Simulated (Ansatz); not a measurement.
Cost and result for the atomization energy of CH$_{5}$AsOSi, SMILES `C1O[SiH2][AsH]1` (9 atoms, 9 bonds).

Cartesian coordinates in Å:
```
C -0.126 -0.914 -0.796
O 0.749 0.207 -0.906
Si 0.655 0.895 0.607
As -0.971 -0.754 1.048
H 0.440 -1.846 -0.854
H -0.880 -0.896 -1.585
H 0.258 2.327 0.572
H 1.937 0.787 1.356
H -2.062 0.194 0.558
```

Total charge 0; spin multiplicity 1. Correlated methods include outer-core shells of As, which these sets cover unevenly. Scalar relativity is left out up to krypton. The structure was optimised at the PBE0-D4/def2-TZVP level. Program: Ansatz. All runs use 4 threads of an Arm Neoverse N1 on a shared host. Times are those of one run each, without the atoms' runs, and a repeat can differ threefold. Electronic energies, without spin–orbit coupling; frozen cores. CCSD(T)/CBS adds CCSD(T) − MP2 in def2-TZVPP to the MP2 limit, and its time is that of the two runs behind it. T1 = 0.012. With those shells the extrapolation isn't a true limit. B3LYP takes the VWN-RPA correlation (the form of Gaussian; ORCA's B3LYP/G).

CCSD(T)/CBS is a level of theory with its own doubt, some kJ/mol a heavy atom from the limit and from the frozen cores, so smaller differences don't rank the functionals.

```json
{"level": "PBE-D4/def2-TZVPP (with forces)", "functions": "222", "wall time": "3.6 s", "atomization (kJ/mol)": "3054.0", "difference from CCSD(T)/CBS": "45.1", "per bond": "5.0"}
{"level": "PBE0-D4/def2-TZVPP", "functions": "222", "wall time": "5.5 s", "atomization (kJ/mol)": "2993.6", "difference from CCSD(T)/CBS": "-15.3", "per bond": "-1.7"}
{"level": "B3LYP-D4/def2-TZVPP (with forces)", "functions": "222", "wall time": "7 s", "atomization (kJ/mol)": "3004.9", "difference from CCSD(T)/CBS": "-4.0", "per bond": "-0.4"}
{"level": "r2SCAN-D4/def2-TZVPP (with forces)", "functions": "222", "wall time": "8 s", "atomization (kJ/mol)": "3012.8", "difference from CCSD(T)/CBS": "3.9", "per bond": "0.4"}
{"level": "B2PLYP/def2-TZVPP", "functions": "222", "wall time": "8 s", "atomization (kJ/mol)": "2963.9", "difference from CCSD(T)/CBS": "-45.0", "per bond": "-5.0"}
{"level": "ωB97X-V/def2-TZVPP", "functions": "222", "wall time": "12 s", "atomization (kJ/mol)": "3037.1", "difference from CCSD(T)/CBS": "28.2", "per bond": "3.1"}
{"level": "ωB97M-V/def2-TZVPP (with forces)", "functions": "222", "wall time": "18 s", "atomization (kJ/mol)": "3010.7", "difference from CCSD(T)/CBS": "1.8", "per bond": "0.2"}
{"level": "MP2/def2-QZVPP", "functions": "423", "wall time": "29 s", "atomization (kJ/mol)": "3003.4", "difference from CCSD(T)/CBS": "-5.5", "per bond": "-0.6"}
{"level": "CCSD(T)/def2-TZVPP", "functions": "222", "wall time": "2.9 min", "atomization (kJ/mol)": "2919.9", "difference from CCSD(T)/CBS": "-89.0", "per bond": "-9.9"}
{"level": "CCSD(T)/CBS(def2)", "functions": "–", "wall time": "3.4 min", "atomization (kJ/mol)": "3008.9", "difference from CCSD(T)/CBS": "0.0", "per bond": "0.0"}
```

In def2-TZVPP, CCSD(T) changes the Hartree–Fock value by +847.2 kJ/mol (the triples alone add +52.5 kJ/mol) and MP2 by +878.1 kJ/mol; breaking electron pairs costs correlation energy, which Hartree–Fock lacks. From PBE to PBE0 (25 % exact exchange), in def2-TZVPP and without D4, the atomization energy moves by −57.0 kJ/mol: exact exchange takes away binding that semilocal exchange gives to molecules. The D4 term adds +35.3 kJ/mol with B3LYP and +18.0 kJ/mol with PBE0; it sums over pairs of atoms, weighted by their polarisabilities, and B3LYP, whose exchange is more repulsive, gets the larger term.
